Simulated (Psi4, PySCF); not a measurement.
COS, triplet, geometry from GFN2-xTB (a higher spin typed on purpose: for a closed-shell molecule this is an excited state), atoms displaced at random by about 0.03 Å a coordinate. Base run: PBE/STO-3G, gradient (PySCF).

The PySCF input:
```python
from pyscf import gto, scf, dft

mol = gto.M(
    atom='''
O    -1.599538   -0.079238    0.011619
C    -0.613265    0.524073    0.213067
S     1.050591   -0.121367   -0.022084
''',
    basis='sto-3g',
    charge=0,
    spin=2,
    verbose=4,
)

mf = dft.UKS(mol)
mf.xc = 'pbe'
mf.kernel()
g = mf.nuc_grad_method()
grad = g.kernel()
```

Programs used: Psi4, PySCF; a row that names a program was run with it.

The coordinate followed is x of atom 1.

The base run was repeated with changes; each row names its change, and settings that it needs were set with it.

| change | dE/dx (Eh/bohr) | net force (Eh/bohr) |
|---|---|---|
| base | 0.139269 | 0.000059 |
| finite difference step (bohr) = 1e-4; conv_tol = 1e-11 | 0.139257 | - |
| finite difference step (bohr) = 1e-5; conv_tol = 1e-11 | 0.139257 | - |
| conv_tol = 1e-11 | 0.139270 | 0.000059 |
| code = psi4 | 0.139231 | 0.000083 |
| grids.level = 1; grid_response = on | 0.139173 | 0.000000 |
| grids.level = 0; grid_response = on | 0.145327 | 0.000000 |
| grids.level = 0; grid_response = off | 0.151756 | 0.014599 |
| finite difference step (bohr) = 0.01; conv_tol = 1e-11 | 0.139295 | - |
| density fitting = on; auxbasis_response = off | 0.141931 | 0.002672 |
| grids.level = 5; grid_response = on | 0.139256 | 0.000000 |
| grids.level = 5; grid_response = off | 0.139256 | 0.000001 |

The net force is zero for an exact gradient.

Open shells are given as the SCF converged; they aren't shown to be the lowest states, and a large step between rows can be another state.
